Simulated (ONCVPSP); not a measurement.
**Scattering properties, ONCV potential for Cu**

ONCVPSP 4.0.1 input, shortened (lines: element, Z, core and valence counts, functional; n l f; lmax; l rc ep ncon nbas qcut; lloc lpopt rc5 dvloc0; l nproj debl; icmod fcfact rcfact), LDA (Perdew-Zunger), scalar-relativistic:

```
  Cu 29.00    4    4        3      upf
    1    0    2.00
    2    0    2.00
    2    1    6.00
    3    0    2.00
    3    1    6.00
    3    2   10.00
    4    0    0.50
    4    1    0.50
    2
    0    1.80    0.00    3    8    4.00
    1    1.10    0.00    4    9   12.10
    2    1.10    0.00    4    9   13.50
    2    5    1.10    0.00
    0    2    1.50
    1    2    3.00
    2    0    2.20
    3    1.50    1.00
```

The phase is arctan(r·R′/R) of the radial function R(r), unwrapped; energies in Ha, scanned from -4 to 5 Ha. A pole is an energy at which the radial function vanishes at the test radius. The pseudo phase is shifted by a multiple of π to meet the all-electron one at the reference energy, and phase errors are pseudo minus all-electron; the curves can meet again beyond the range given. Levels narrower than the energy grid can be missing from the lists of poles.

| channel | radius (bohr) | reference energy (Ha) | poles, all-electron | poles, pseudo | unbroken range about the reference energy with phases within 0.05 rad | phase error 1 Ha above the reference energy (rad) |
| --- | --- | --- | --- | --- | --- | --- |
| s | 1.82 | -0.21 | 2.75 | 2.70 | -3.9 to 3.7 | -0.000 |
| p | 1.12 | -0.05 | -1.35 | -1.35 | below 4.6 | -0.000 |
| d | 1.12 | -0.24 | 1.26 | 1.40 | below 2.2 | +0.013 |

Note: ghosts flagged at negative energy: s at -307.6 eV; GHOST(+) flagged for s at 121.6 eV. A true bound ghost makes a file unfit for plane-wave use.

Phases in the p channel:

```
E (Ha)  all-electron  pseudo
 -3.98        -0.063  -0.064
 -3.74        -0.379  -0.379
 -3.50        -0.671  -0.671
 -3.26        -0.904  -0.904
 -3.02        -1.079  -1.079
 -2.78        -1.208  -1.208
 -2.54        -1.306  -1.306
 -2.30        -1.382  -1.382
 -2.06        -1.443  -1.443
 -1.82        -1.493  -1.493
 -1.58        -1.536  -1.536
 -1.34        -1.572  -1.573
 -1.10        -1.605  -1.605
 -0.86        -1.635  -1.635
 -0.62        -1.662  -1.662
 -0.38        -1.687  -1.687
 -0.14        -1.712  -1.712
  0.10        -1.736  -1.736
  0.34        -1.760  -1.760
  0.58        -1.783  -1.783
  0.82        -1.808  -1.808
  1.06        -1.833  -1.833
  1.30        -1.859  -1.859
  1.54        -1.887  -1.887
  1.78        -1.917  -1.918
  2.02        -1.950  -1.951
  2.26        -1.986  -1.988
  2.50        -2.027  -2.029
  2.74        -2.073  -2.076
  2.98        -2.126  -2.130
  3.22        -2.187  -2.194
  3.46        -2.259  -2.269
  3.70        -2.344  -2.358
  3.94        -2.446  -2.465
  4.18        -2.566  -2.594
  4.42        -2.708  -2.747
  4.66        -2.871  -2.923
  4.90        -3.050  -3.115
```
